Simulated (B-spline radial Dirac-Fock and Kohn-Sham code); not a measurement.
**What relativity does to the binding energies of Er¹⁹⁺**

System: erbium as Er¹⁹⁺ in the configuration [Kr] 4d10 4f3.

Both columns are ΔSCF binding energies of the configuration average from a radial B-spline solver: non-relativistic Hartree-Fock with a point nucleus, and Dirac-Fock with a finite nucleus and the Coulomb interaction alone, averaged over the two j levels with weights 2j+1.

```csv
shell,Hartree-Fock (eV),Dirac-Fock (eV),shift (eV),shift (%)
1s,54364.6,58262.1,+3897.46,+7.17
2s,9292.3,10307.9,+1015.59,+10.93
2p,8872.1,9202.1,+330.01,+3.72
3s,2506.5,2751.6,+245.10,+9.78
3p,2316.2,2405.3,+89.18,+3.85
3d,1965.5,1950.5,-15.02,-0.76
4s,880.1,945.5,+65.41,+7.43
4p,799.9,823.8,+23.91,+2.99
4d,654.3,652.1,-2.19,-0.33
4f,482.8,476.1,-6.63,-1.37
```

Relativity binds 1s, 2s, 2p, 3s, 3p, 4s, 4p more strongly, among those listed most of all 2s in relative terms, and 3d, 4d, 4f more weakly, because the contracted s and p shells screen the nucleus better.

Values without a named source are computed, but for edge energies of neutral atoms, which are taken from tables.
